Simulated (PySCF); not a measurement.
## SMILES C#CC=C=C(C#C)OC, C8H6O

Molfile (atoms numbered from 1):
```
C8H6O
     RDKit          3D

 15 14  0  0  0  0  0  0  0  0999 V2000
    3.3536    1.7576    1.0039 C   0  0  0  0  0  0  0  0  0  0  0  0
    2.6168    1.0294    0.3723 C   0  0  0  0  0  0  0  0  0  0  0  0
    1.7787    0.1677   -0.3955 C   0  0  0  0  0  0  0  0  0  0  0  0
    0.4953   -0.0222   -0.1623 C   0  0  0  0  0  0  0  0  0  0  0  0
   -0.7851   -0.2339    0.1045 C   0  0  0  0  0  0  0  0  0  0  0  0
   -1.1801   -1.2945    0.9799 C   0  0  0  0  0  0  0  0  0  0  0  0
   -1.4974   -2.1979    1.7227 C   0  0  0  0  0  0  0  0  0  0  0  0
   -1.8153    0.4847   -0.3979 O   0  0  0  0  0  0  0  0  0  0  0  0
   -1.4613    1.5552   -1.2358 C   0  0  0  0  0  0  0  0  0  0  0  0
    3.9982    2.4035    1.5710 H   0  0  0  0  0  0  0  0  0  0  0  0
    2.2600   -0.3590   -1.2341 H   0  0  0  0  0  0  0  0  0  0  0  0
   -1.7824   -2.9970    2.3819 H   0  0  0  0  0  0  0  0  0  0  0  0
   -2.3959    2.0467   -1.5326 H   0  0  0  0  0  0  0  0  0  0  0  0
   -0.8125    2.2771   -0.7096 H   0  0  0  0  0  0  0  0  0  0  0  0
   -0.9286    1.2006   -2.1356 H   0  0  0  0  0  0  0  0  0  0  0  0
  1  2  3  0
  2  3  1  0
  3  4  2  0
  4  5  2  0
  5  6  1  0
  6  7  3  0
  5  8  1  0
  8  9  1  0
  1 10  1  0
  3 11  1  0
  7 12  1  0
  9 13  1  0
  9 14  1  0
  9 15  1  0
M  END
```

Method used: TDDFT CAM-B3LYP/aug-cc-pVDZ circular dichroism and optical rotation, one conformer, gas phase in PySCF 2.14.0. Geometry: PBE0-D3(BJ)/def2-SVP.

No stereocentre is labelled: unless the shape is locked (an allene, a helicene, a hindered biaryl), the mirror image is equally populated and a measured rotation or CD is zero.

Question: Draw the ECD and absorption spectra from the lowest 12 states, each a Gaussian of half-width 0.2 eV at 1/e height.

Answer: 
| E (eV) | λ (nm) | Δε (L mol⁻¹ cm⁻¹) | ε (L mol⁻¹ cm⁻¹) |
| --- | --- | --- | --- |
| 3.49 | 355 | 0.00 | 0 |
| 3.59 | 345 | +0.01 | 0.0742 |
| 3.69 | 336 | +0.08 | 0.427 |
| 3.79 | 327 | +0.29 | 1.49 |
| 3.89 | 319 | +0.62 | 3.15 |
| 3.99 | 311 | +0.79 | 4.05 |
| 4.09 | 303 | +0.62 | 3.15 |
| 4.19 | 296 | +0.29 | 1.49 |
| 4.29 | 289 | +0.08 | 0.427 |
| 4.39 | 282 | +0.01 | 0.0742 |
| 4.49 | 276 | 0.00 | 0 |
| 4.59 | 270 | 0.00 | 0 |
| 4.69 | 264 | 0.00 | 0 |
| 4.79 | 259 | 0.00 | 0.831 |
| 4.89 | 254 | -0.04 | 15.4 |
| 4.99 | 248 | -0.31 | 178 |
| 5.09 | 244 | -1.53 | 1300 |
| 5.19 | 239 | -4.74 | 6100 |
| 5.29 | 234 | -10.06 | 19000 |
| 5.39 | 230 | -16.77 | 39600 |
| 5.49 | 226 | -22.79 | 55200 |
| 5.59 | 222 | -22.48 | 50700 |
| 5.69 | 218 | -13.77 | 29900 |
| 5.79 | 214 | -2.85 | 11200 |
| 5.89 | 211 | +5.28 | 2750 |
| 5.99 | 207 | +9.20 | 658 |
| 6.09 | 204 | +7.99 | 484 |
| 6.19 | 200 | +2.66 | 1470 |
| 6.29 | 197 | -5.13 | 5180 |
| 6.39 | 194 | -12.93 | 12100 |
| 6.49 | 191 | -13.87 | 17500 |

Δε uses R in velocity form, ε uses f in length form. Only the states computed contribute, so the short-wavelength end is incomplete.
